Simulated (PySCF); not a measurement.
methoxycyclobutane (C₅H₁₀O), SMILES COC1CCC1. Atoms are numbered in the order given.

```xyz
16

C      2.1942     0.8277    -0.0638
O      1.3154    -0.1628     0.4001
C     -0.0310     0.2092     0.3439
C     -0.7494     0.2420    -1.0332
C     -1.9588    -0.4488    -0.3516
C     -1.0182    -0.8741     0.8051
H      2.1121     1.7628     0.5275
H      3.2195     0.4417     0.0317
H      2.0135     1.0832    -1.1268
H     -0.1906     1.1635     0.8888
H     -0.2374    -0.4369    -1.7330
H     -0.9099     1.2149    -1.5220
H     -2.4655    -1.2482    -0.9115
H     -2.7171     0.2783    -0.0226
H     -1.3929    -0.8271     1.8384
H     -0.5749    -1.8656     0.6265
```
Charge 0, spin multiplicity 1.

The structure is a stationary point at B3LYP-D3(BJ)/def2-SVP. One conformer was computed; it need not be the lowest.

The numbers are results of PBE/pcSseg-1 in PySCF, not measurements.

GIAO shieldings, no solvent; atoms listed in one row are averaged. δ = σ(ref) − σ: ¹³C against TMS (σ = 182.0 ppm); ¹⁷O against H2O (σ = 334.3 ppm); ¹H against TMS (σ = 31.49 ppm), references at their B3LYP-D3(BJ)/def2-TZVP geometries, non-relativistic.

```
nucleus       atoms  count  δ (ppm)
-------  ----------  -----  -------
¹³C              C3      1     81.6
¹³C              C1      1     59.6
¹³C          C4, C6      2     35.5
¹³C              C5      1     17.3
¹⁷O              O2      1     72.3
¹H              H10      1     3.93
¹H       H7, H8, H9      3     3.55
¹H              H15      1     2.50
¹H              H12      1     2.48
¹H              H16      1     2.27
¹H              H11      1     1.96
¹H              H13      1     1.95
¹H              H14      1     1.75
```
